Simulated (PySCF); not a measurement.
SMILES C[O][Sn]([SiH3])([SiH3])[SiH3] (GFN2-xTB optimised geometry):

```
18

C     -0.008     0.187    -3.067
O     -0.534    -0.475    -1.974
Sn    -0.215     0.060     0.000
Si     2.374     0.060     0.000
Si    -1.538    -2.010     0.746
Si    -1.356     2.387     0.000
H      1.088     0.224    -3.043
H     -0.378     1.215    -3.149
H     -0.310    -0.356    -3.966
H      2.883     0.035     1.372
H      2.903     1.270    -0.640
H      2.911    -1.100    -0.710
H     -0.888    -3.252     0.333
H     -1.598    -2.013     2.213
H     -2.911    -1.992     0.250
H     -0.821     3.252    -1.055
H     -2.803     2.273    -0.195
H     -1.124     3.064     1.278
```

Method: B3LYP/def2-SVP, def2 effective core potentials past Kr (PySCF).

Q: What are the frontier orbital energies and the dipole moment?

A: HOMO-2 -7.70 eV, HOMO-1 -6.92 eV, HOMO -6.39 eV, LUMO -1.70 eV, LUMO+1 -0.36 eV; dipole moment 1.61 D.
